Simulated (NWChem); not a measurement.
# HfNHClF; SMILES [NH]=[Hf]([F])[Cl]

Results from NWChem. Medium grid unless said otherwise, to which SCAN and Minnesota functionals are sensitive. Geometry: optimised at PBE0/def2-SVP. def2 effective core potentials on Hf; no spin-orbit coupling. Hybrids' shares of exact exchange are those that their runs print; pure functionals count as 0. The functionals differ in more than this share.

| row | share of exact exchange | orbital gap (eV) |
|---|---|---|
| PBE/def2-SVP | 0.00 | 2.04 |
| PW91/def2-SVP | 0.00 | 2.00 |
| B3LYP/def2-SVP | 0.20 | 3.51 |
| PW6B95/def2-SVP | 0.28 | withheld |
| MN15/def2-SVP | 0.44 | 5.61 |

Task: Fit a straight line of the last column on the one before it, predict the withheld value, and compare with the run.

Result: 
1. Means of the 4 shown rows: x = 0.160, y = 3.290. Slope Σ(x − x̄)(y − ȳ)/Σ(x − x̄)² = 1.065/0.1312 = 8.116; intercept 1.991.
2. The shown rows scatter about the line by 0.063 (root mean square); the largest residual is -0.10, at B3LYP/def2-SVP.
3. At x = 0.28 (PW6B95/def2-SVP; inside the shown range) the line gives 4.26.
4. The run gives 4.17, -0.09 from the line, 1.4 times the scatter.
